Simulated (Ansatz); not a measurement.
Program: Ansatz. Geometries: PBE0-D4/def2-TZVP. ΔE: electronic, gas phase. CCSD(T)/CBS adds triple-zeta CCSD(T) − MP2 to the extrapolated MP2 energy (def2 sets, frozen cores). This one scheme is used for every species. Functionals use def2-TZVPP. B3LYP here is the variant with VWN-RPA as its local correlation; programs differ in this. Each species was taken in one conformer, which may not be the lowest.

Consider the formal exchange of groups at the Al–O bond: `C[O][AlH][S][SiH3]` + `C[SiH3]` → `[SiH3][CH2][AlH][S][SiH3]` + CH₃OH.

`C[O][AlH][S][SiH3]`:

Cartesian coordinates in Å:
```
C 0.899 1.130 -1.208
O -0.477 0.924 -1.193
Al -1.827 0.157 -0.589
S -1.785 -1.293 1.046
Si 0.276 -1.246 1.596
H 1.196 1.557 -2.171
H 1.455 0.198 -1.063
H 1.198 1.830 -0.420
H -3.218 0.492 -1.232
H 0.740 0.140 1.860
H 0.406 -2.050 2.835
H 1.136 -1.840 0.540
```

`C[SiH3]`:

Cartesian coordinates in Å:
```
C 0.351 0.922 0.038
Si -0.314 -0.825 -0.034
H 0.288 1.401 -0.942
H 1.397 0.927 0.351
H -0.220 1.525 0.748
H -1.738 -0.829 -0.464
H -0.230 -1.475 1.303
H 0.467 -1.646 -0.999
```

`[SiH3][CH2][AlH][S][SiH3]`:

```xyz
14

Si    0.759   -1.861    0.037
C     1.294   -0.219   -0.672
Al    1.184    1.248    0.597
S    -0.695    2.202    1.177
Si   -2.180    1.183    0.031
H    -0.685   -1.817    0.397
H     1.524   -2.155    1.282
H     0.970   -2.989   -0.909
H     2.336   -0.301   -1.000
H     0.677   -0.012   -1.554
H     2.454    1.838    1.329
H    -1.627    0.650   -1.240
H    -2.768    0.063    0.807
H    -3.244    2.168   -0.283
```

CH₃OH:

```xyz
6

C     0.084    0.160    0.307
O    -0.591   -0.027   -0.915
H    -0.305    1.077    0.751
H     1.167    0.280    0.172
H    -0.092   -0.662    1.012
H    -0.263   -0.829   -1.326
```

CCSD(T)/CBS gives +119.1 kJ/mol.

**Question.** Another level gave +125.9 kJ/mol. Which?
A. HF/def2-TZVPP
B. PBE0/def2-TZVPP
C. B2PLYP/def2-TZVPP
D. B3LYP-D4/def2-TZVPP

**Answer.** D. B3LYP-D4 125.9, PBE0 116.5, HF/def2-TZVPP 139.8, B2PLYP 130.0 kJ/mol.

Largest T1 diagnostic among the species: 0.012.

The D4 term adds −6.1 kJ/mol with B3LYP and −3.6 kJ/mol with PBE0; it sums over pairs of atoms, weighted by their polarisabilities, and B3LYP, whose exchange is more repulsive, gets the larger term. In def2-TZVPP, CCSD(T) changes the Hartree–Fock value by −19.0 kJ/mol (the triples alone add −3.0 kJ/mol) and MP2 by −17.5 kJ/mol.
